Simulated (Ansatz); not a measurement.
Consider the hydrogenolysis of the In–I bond: `F[CH2][InH][I]` + H₂ → `F[CH2][InH2]` + HI.

Isolated molecules relaxed with PBE0-D4/def2-TZVP in Ansatz; ΔE leaves out vibrations. CCSD(T)/CBS adds triple-zeta CCSD(T) − MP2 to the extrapolated MP2 energy (def2 sets, frozen cores). This one scheme is used for every species. DFT in def2-TZVPP. def2 core potentials past Kr. For I, In outer-core shells are correlated without core-valence functions, which leaves a few kJ/mol of doubt a bond. Each species was taken in one conformer, which may not be the lowest.

Q: Is it downhill or uphill in electronic energy at CCSD(T)/CBS, and by how much? (Estimate.)

A: The calculation gave: Uphill: ΔE = +36.5 kcal/mol.

Q: What do these levels give: LDA (SPW92), r2SCAN0, HF/def2-SVP, CCSD/def2-TZVPP, SCS-MP2/def2-QZVPP, CCSD/CBS(def2)? (Estimate.)

A: The calculation gave: LDA (SPW92) 32.0, r2SCAN0 35.3, HF/def2-SVP 32.5, CCSD/def2-TZVPP 32.3, SCS-MP2/def2-QZVPP 36.7, CCSD/CBS(def2) 35.7 kcal/mol.

Largest T1 diagnostic among the species: 0.013.

The D4 term adds +1.6 kcal/mol with B3LYP and +0.9 kcal/mol with PBE0; it sums over pairs of atoms, weighted by their polarisabilities, and B3LYP, whose exchange is more repulsive, gets the larger term. Leaving LDA and LC-ωPBE aside and taking each functional with its dispersion term where it has one, the values, not all of them listed here, spread over 4.9 kcal/mol, from B97M-V to r2SCAN-D4. LDA lies −1.5 kcal/mol from PBE without D4.

B3LYP here is the variant with VWN-RPA as its local correlation; programs differ in this.
